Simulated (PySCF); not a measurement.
How well do the runs reproduce experiment for hexafluoroethane?

**Experimental background.**

NIST CCCBDB Release 22 (SRD 101), experimental polarizabilities lists, for the gas: mean polarisability 4.668 Å³.

The results are set against them at the end.

Hexafluoroethane, C2F6.
Atom-mapped SMILES: `[F:1][C:2]([F:3])([F:4])[C:5]([F:6])([F:7])[F:8]`

Cartesian coordinates in Å at the PBE0-D3(BJ)/def2-SVP level; atoms count from 1:
```xyz
8
C2F6 angstrom
F      1.390   -0.297   -1.013
C      0.757   -0.075    0.128
F      1.231    1.031    0.679
F      0.969   -1.094    0.946
C     -0.755    0.078   -0.134
F     -0.967    1.096   -0.954
F     -1.229   -1.029   -0.684
F     -1.387    0.301    1.007
```

The PySCF runs (gas phase, on this PBE0-D3(BJ)/def2-SVP geometry; no spin–orbit coupling):

```csv
level,job,basis functions
wB97X-D/def2-SVPD,"10 singlets by full TDDFT, 4 Tamm–Dancoff triplets, polarisability, ΔSCF ions",178
B3LYP/def2-SVPD,"10 singlets by full TDDFT, 4 Tamm–Dancoff triplets, polarisability, ΔSCF ions",178
HF/def2-SVPD,"10 singlets by TDHF, 4 Tamm–Dancoff triplets, polarisability, ΔSCF ions",178
LDA/def2-SVPD,"10 singlets by full TDDFT, 4 Tamm–Dancoff triplets, polarisability, ΔSCF ions",178
PBE/def2-SVPD,"10 singlets by full TDDFT, 4 Tamm–Dancoff triplets, polarisability, ΔSCF ions",178
PBE0/def2-SVPD,"10 singlets by full TDDFT, 4 Tamm–Dancoff triplets, polarisability, ΔSCF ions",178
BHandHLYP/def2-SVPD,"10 singlets by full TDDFT, 4 Tamm–Dancoff triplets, polarisability, ΔSCF ions",178
CAM-B3LYP/def2-SVPD,"10 singlets by full TDDFT, 4 Tamm–Dancoff triplets, polarisability, ΔSCF ions",178
LC-wPBE/def2-SVPD,"10 singlets by full TDDFT, 4 Tamm–Dancoff triplets, polarisability, ΔSCF ions",178
PBE0/6-31G*,"10 singlets by full TDDFT, 4 Tamm–Dancoff triplets, polarisability",112
PBE0/def2-SVP,"10 singlets by full TDDFT, 4 Tamm–Dancoff triplets, polarisability",112
PBE0/aug-cc-pVDZ,"10 singlets by full TDDFT, 4 Tamm–Dancoff triplets, polarisability",184
```

All basis functions are spherical.

## Comparison

**Mean polarisability.** Measured: 4.668 Å³ (NIST CCCBDB Release 22 (SRD 101), experimental polarizabilities).

```tsv
level	computed (Å³)	computed − measured (Å³)	% (from the printed values)
wB97X-D/def2-SVPD	4.665	-0.003	0
B3LYP/def2-SVPD	4.728	+0.060	+1
HF/def2-SVPD	4.122	-0.546	-12
LDA/def2-SVPD	4.972	+0.304	+7
PBE/def2-SVPD	4.981	+0.313	+7
PBE0/def2-SVPD	4.668	0.000	0
BHandHLYP/def2-SVPD	4.441	-0.227	-5
CAM-B3LYP/def2-SVPD	4.684	+0.016	0
LC-wPBE/def2-SVPD	4.680	+0.012	0
PBE0/6-31G*	3.469	-1.199	-26
PBE0/def2-SVP	3.253	-1.415	-30
PBE0/aug-cc-pVDZ	4.670	+0.002	0
```

12 of the 14 levels run are shown, the closest and the furthest among them. The computed values are static and purely electronic, with core orbitals frozen in the response (1 au = 0.148185 Å³). The table of measured values doesn't say here whether a value is static or optical, or holds a vibrational part.

The geometry is computed, not the measured one. Where a level misses, the cause wasn't examined.
